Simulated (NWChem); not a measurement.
The numbers come from NWChem runs, not from measurements. System: H$_{4}$SSi, charge 0, spin multiplicity 1, at a geometry optimised with B3LYP/def2-SVP. The structure started from a generated list of species. Level: PBE/def2-TZVP.

The NWChem input:

```
start mol
memory heap 200 mb stack 900 mb global 1100 mb
geometry units angstroms nocenter noautoz
  Si     0.971115     0.376526     0.000000
  S     -1.016532    -0.475924     0.000000
  H      1.220435     1.211313     1.210115
  H      1.888793    -0.794174     0.000000
  H      1.220435     1.211313    -1.210115
  H     -1.660757     0.714972     0.000000
  symmetry group Cs
end
basis spherical
  * library def2-tzvp
end
dft
  xc xpbe96 cpbe96
  semidirect memsize 60000000 filesize 0
  iterations 100
end
task dft energy
```

NWChem printed:

```
             Northwest Computational Chemistry Package (NWChem) 7.3.0
             --------------------------------------------------------

                                NWChem Input Module
                                -------------------

 Scaling coordinates for geometry "geometry" by  1.889725989
 (inverse scale =  0.529177249)

 Turning off AUTOSYM since
 SYMMETRY directive was detected!

                             Geometry "geometry" -> ""
                             -------------------------

 Output coordinates in angstroms (scale by  1.889725989 to convert to a.u.)

  No.       Tag          Charge          X              Y              Z
 ---- ---------------- ---------- -------------- -------------- --------------
    1 Si                  14.0000     0.97111500     0.37652600     0.00000000
    2 S                   16.0000    -1.01653200    -0.47592400     0.00000000
    3 H                    1.0000     1.22043500     1.21131300     1.21011500
    4 H                    1.0000     1.88879300    -0.79417400     0.00000000
    5 H                    1.0000     1.22043500     1.21131300    -1.21011500
    6 H                    1.0000    -1.66075700     0.71497200     0.00000000

 Effective nuclear repulsion energy (a.u.)      88.3408642183

            Nuclear Dipole moment (a.u.)
            ----------------------------
        X                 Y               Z
 ---------------- ---------------- ----------------
     0.0000075589     0.0000075589     0.0000000000

      Symmetry information
      --------------------

 Group name             Cs
 Group number              2
 Group order               2
 No. of unique centers     5

      Symmetry unique atoms

     1    2    3    4    6


 Summary of "ao basis" -> "" (spherical)
 ------------------------------------------------------------------------------
       Tag                 Description            Shells   Functions and Types
 ---------------- ------------------------------  ------  ---------------------
 *                         def2-tzvp                  on all atoms

  pbe96 is a nonlocal functional; adding pw91lda local functional.

                                 NWChem DFT Module
                                 -----------------

 Summary of "ao basis" -> "ao basis" (spherical)
 ------------------------------------------------------------------------------
       Tag                 Description            Shells   Functions and Types
 ---------------- ------------------------------  ------  ---------------------
 Si                        def2-tzvp                13       37   5s5p2d1f
 S                         def2-tzvp                13       37   5s5p2d1f
 H                         def2-tzvp                 4        6   3s1p

 Summary of "ao basis" -> "ao basis" (spherical)
 ------------------------------------------------------------------------------
       Tag                 Description            Shells   Functions and Types
 ---------------- ------------------------------  ------  ---------------------
 Si                        def2-tzvp                13       37   5s5p2d1f
 S                         def2-tzvp                13       37   5s5p2d1f
 H                         def2-tzvp                 4        6   3s1p

      Symmetry analysis of basis
      --------------------------

        a'         66
        a"         32

            General Information
            -------------------
          SCF calculation type: DFT
          Wavefunction type:  closed shell.
[...]
 d= 0,ls=0.0,diis     3   -689.7633682319  1.85D-03  2.86D-03  1.98D-01     1.7
 d= 0,ls=0.0,diis     4   -689.7947644885 -3.14D-02  3.91D-04  1.32D-03     1.9
 d= 0,ls=0.0,diis     5   -689.7949462195 -1.82D-04  9.78D-05  1.93D-04     2.2
  Resetting Diis
 d= 0,ls=0.0,diis     6   -689.7949720184 -2.58D-05  2.34D-05  5.58D-06     2.4
 d= 0,ls=0.0,diis     7   -689.7949729535 -9.35D-07  1.47D-05  1.01D-06     2.6
 d= 0,ls=0.0,diis     8   -689.7949727902  1.63D-07  9.02D-06  1.89D-06     2.9

         Total DFT energy =     -689.794972790214
      One electron energy =    -1129.626374329768
           Coulomb energy =      399.225554692839
    Exchange-Corr. energy =      -47.735017371572
 Nuclear repulsion energy =       88.340864218287

 Numeric. integr. density =       33.999998910368

     Total iterative time =      2.6s

                  Occupations of the irreducible representations
                  ----------------------------------------------

                     irrep           alpha         beta
                     --------     --------     --------
                     a'               13.0         13.0
                     a"                4.0          4.0

                       DFT Final Molecular Orbital Analysis
                       ------------------------------------

 Vector   15  Occ=2.000000D+00  E=-3.170016D-01  Symmetry=a'
              MO Center=  1.1D+00, -2.0D-01, -1.2D-14, r^2= 2.6D+00
   Bfn.  Coefficient  Atom+Function         Bfn.  Coefficient  Atom+Function
  ----- ------------  ---------------      ----- ------------  ---------------
    82      0.273631  4 H  s                 15      0.209211  1 Si px
    16     -0.208692  1 Si py                52     -0.190379  2 S  px
    81      0.170092  4 H  s                 83      0.161692  4 H  s
     7      0.090383  1 Si py                 6     -0.089200  1 Si px
    13     -0.087806  1 Si py                12      0.086465  1 Si px

 Vector   16  Occ=2.000000D+00  E=-2.975868D-01  Symmetry=a'
              MO Center= -4.4D-01, -1.6D-01,  2.4D-14, r^2= 3.1D+00
   Bfn.  Coefficient  Atom+Function         Bfn.  Coefficient  Atom+Function
  ----- ------------  ---------------      ----- ------------  ---------------
    53      0.308119  2 S  py                52      0.266113  2 S  px
    41     -0.189875  2 S  s                 56      0.186403  2 S  py
    42     -0.184928  2 S  s                 55      0.167556  2 S  px
    16     -0.161256  1 Si py                15     -0.147496  1 Si px
    50      0.144406  2 S  py                40      0.124497  2 S  s

 Vector   17  Occ=2.000000D+00  E=-2.303687D-01  Symmetry=a"
              MO Center= -7.4D-01, -2.6D-01, -4.0D-15, r^2= 2.3D+00
   Bfn.  Coefficient  Atom+Function         Bfn.  Coefficient  Atom+Function
  ----- ------------  ---------------      ----- ------------  ---------------
    54      0.494388  2 S  pz                57      0.357987  2 S  pz
    51      0.225055  2 S  pz                45     -0.188704  2 S  pz
    77     -0.101561  3 H  s                 89      0.101561  5 H  s
    76     -0.094281  3 H  s                 88      0.094281  5 H  s
    48     -0.083461  2 S  pz                75     -0.056800  3 H  s

 Vector   18  Occ=0.000000D+00  E=-3.031227D-02  Symmetry=a'
              MO Center=  5.0D-01,  3.8D-01, -1.0D-12, r^2= 5.1D+00
   Bfn.  Coefficient  Atom+Function         Bfn.  Coefficient  Atom+Function
  ----- ------------  ---------------      ----- ------------  ---------------
    18      0.917712  1 Si px                42      0.799633  2 S  s
    55      0.411009  2 S  px                 5     -0.375148  1 Si s
    15      0.341096  1 Si px                56      0.332733  2 S  py
    83     -0.251991  4 H  s                 95     -0.225180  6 H  s
     4     -0.182624  1 Si s                 53      0.180093  2 S  py

 Vector   19  Occ=0.000000D+00  E=-2.198070D-02  Symmetry=a'
              MO Center= -8.4D-01,  1.6D-01, -1.1D-13, r^2= 4.1D+00
   Bfn.  Coefficient  Atom+Function         Bfn.  Coefficient  Atom+Function
  ----- ------------  ---------------      ----- ------------  ---------------
    95      1.132830  6 H  s                  5     -0.914610  1 Si s
    55      0.662742  2 S  px                56     -0.464121  2 S  py
    42     -0.438267  2 S  s                 77      0.420305  3 H  s
    89      0.420305  5 H  s                  4     -0.288703  1 Si s
    94      0.260636  6 H  s                 52      0.225623  2 S  px

 Vector   20  Occ=0.000000D+00  E= 7.768992D-03  Symmetry=a'
              MO Center=  7.0D-01,  5.1D-01,  1.7D-11, r^2= 4.2D+00
   Bfn.  Coefficient  Atom+Function         Bfn.  Coefficient  Atom+Function
  ----- ------------  ---------------      ----- ------------  ---------------
    19      1.363938  1 Si py                83      1.275328  4 H  s
    77     -0.492882  3 H  s                 89     -0.492882  5 H  s
    55      0.333028  2 S  px                 5     -0.313122  1 Si s
    16      0.305604  1 Si py                56     -0.277237  2 S  py
    18     -0.254141  1 Si px                42      0.199400  2 S  s

 center of mass
 --------------
 x =  -0.07803503 y =  -0.06853762 z =   0.00000000

 moments of inertia (a.u.)
 ------------------
          64.936230274659         -92.394552214141           0.000000000000
         -92.394552214141         255.837959120801           0.000000000000
           0.000000000000           0.000000000000         299.692952981583

     Multipole analysis of the density
     ---------------------------------

     L   x y z        total         alpha         beta         nuclear
     -   - - -        -----         -----         ----         -------
     0   0 0 0     -0.000000    -17.000000    -17.000000     34.000000

     1   1 0 0      0.090672      0.045332      0.045332      0.000008
     1   0 1 0      0.382814      0.191403      0.191403      0.000008
     1   0 0 1      0.000000      0.000000      0.000000      0.000000

     2   2 0 0    -20.510703    -79.964087    -79.964087    139.417471
     2   1 1 0     -1.342526    -24.113523    -24.113523     46.884520
     2   1 0 1      0.000000      0.000000      0.000000      0.000000
     2   0 2 0    -21.191959    -27.889429    -27.889429     34.586900
     2   0 1 1     -0.000000     -0.000000     -0.000000      0.000000
     2   0 0 2    -22.793277    -16.626028    -16.626028     10.458778

 Task  times  cpu:        2.9s     wall:        2.9s

 Total times  cpu:        2.9s     wall:        2.9s
```
